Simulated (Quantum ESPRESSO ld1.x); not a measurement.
Ar II, 17 electrons, occupied as [Ne] 3s2 3p5. Calculated with ld1.x of Quantum ESPRESSO 7.5: scalar-relativistic Kohn-Sham, BLYP, spin-unpolarised, spherical densities, point nucleus.

Unscreened Slater integrals over Kohn-Sham orbitals (cm^-1). Empty in this configuration: 4s.

\begin{tabular}{lr}
integral & value \\ \hline
F0(3p,3p) & 127830 \\
F2(3p,3p) & 63753 \\
F0(3p,3s) & 135570 \\
G1(3p,3s) & 89335 \\
F0(3p,2p) & 175460 \\
F2(3p,2p) & 30233 \\
G0(3p,2p) & 11937 \\
G2(3p,2p) & 12047 \\
F0(3p,2s) & 173180 \\
G1(3p,2s) & 9136.0 \\
F0(3p,4s) & 59276 \\
G1(3p,4s) & 4673.6 \\
F0(3s,3s) & 144790 \\
F0(3s,2p) & 193250 \\
G1(3s,2p) & 14632 \\
F0(3s,2s) & 191240 \\
G0(3s,2s) & 11720 \\
F0(3s,4s) & 60020 \\
G0(3s,4s) & 2979.4 \\
F0(2p,2p) & 534170 \\
F2(2p,2p) & 248390 \\
F0(2p,2s) & 501510 \\
G1(2p,2s) & 295250 \\
F0(2p,4s) & 64425 \\
G1(2p,4s) & 1413.2 \\
F0(2s,2s) & 479980 \\
F0(2s,4s) & 64221 \\
G0(2s,4s) & 1110.8 \\
F0(4s,4s) & 46629 \\
\end{tabular}

Derived for the open shells (J is the average intra-shell exchange parameter used in DFT+U). 3p: J = F2/5 = 12750 cm^-1.
